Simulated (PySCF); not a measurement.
## Orbital energies, ionisation energy and electron affinity

Species: C₂HBrN₂S.
Bonds: Br1–C2, C2–N3 (aromatic), N3–C4 (aromatic), C4–S5 (aromatic), S5–N6 (aromatic), C2–N6 (aromatic). Hydrogens: H7 on C4.

Level: PBE0/def2-SVPD (PySCF). Frontier orbitals with their largest atomic shares (Löwdin; up to four atoms above 4 %):

| orbital | ε (eV) | main atoms |
| --- | --- | --- |
| HOMO−3 | -9.54 | N3 29 %, N6 26 %, S5 22 %, C4 13 % |
| HOMO−2 | -9.09 | N3 39 %, Br1 27 %, N6 12 %, C2 8 % |
| HOMO−1 | -8.54 | Br1 60 %, N3 17 %, N6 9 %, C2 6 % |
| HOMO | -7.91 | ? |
| LUMO | -1.88 | C4 28 %, S5 24 %, N6 18 %, N3 14 % |
| LUMO+1 | -0.95 | S5 48 %, Br1 23 %, N6 11 %, C2 9 % |
| LUMO+2 | 0.09 | N3 26 %, C2 26 %, N6 16 %, Br1 11 % |

What vertical ionisation energy does ΔSCF give, and how far is −ε(HOMO) from it?

ΔSCF: 9.91 eV (956 kJ/mol; threshold wavelength 125 nm); ⟨S²⟩ of the doublet left behind is 0.757, against 0.75 for a pure doublet. −ε(HOMO) is 7.91 eV, 2.00 eV below it. In exact Kohn–Sham theory the two would be equal; PBE0 (global hybrid, 25 % exact exchange) falls short of its own ΔSCF value by 20 %. Holes in the HOMO−1 and HOMO−2 were tried too where these lie within 1.2 eV of the HOMO; the lowest converged state counts.

On which atoms does the HOMO lie?

Br1 (aryl bromine) 42 %, S5 (ring sulfur) 22 %, N6 (pyridine-type nitrogen) 12 %, C2 (aromatic C–Br carbon) 11 %. The HOMO−1 lies 0.63 eV lower.

And the vertical electron affinity, the fundamental gap, Mulliken's electronegativity and the hardness (with the factor ½)?

EA = -0.01 eV by ΔSCF (−ε(LUMO) = 1.88 eV); a negative value means that the added electron isn't bound at this geometry and level, and the number then depends on the basis. IE − EA = 9.92 eV against an orbital gap of 6.03 eV; (IE + EA)/2 = 4.95 eV; (IE − EA)/2 = 4.96 eV. Parr's electrophilicity index (IE + EA)²/[8(IE − EA)] is 1.24 eV.

What total energies stand behind the ΔSCF value?

E(N) = -3157.44246 Eh and E(N − 1) = -3157.07821 Eh at the same geometry, 0.36425 Eh apart. With one more electron, E(N + 1) = -3157.44193 Eh.

How many of the 10 lowest singlet excitations (vertical TDDFT, same level) lie below the ionisation energy?

All 10; they run from 5.14 to 6.94 eV.

Isolated species at its PBE0-D3(BJ)/def2-SVP geometry, gas phase. The calculation is non-relativistic, for bromine too.
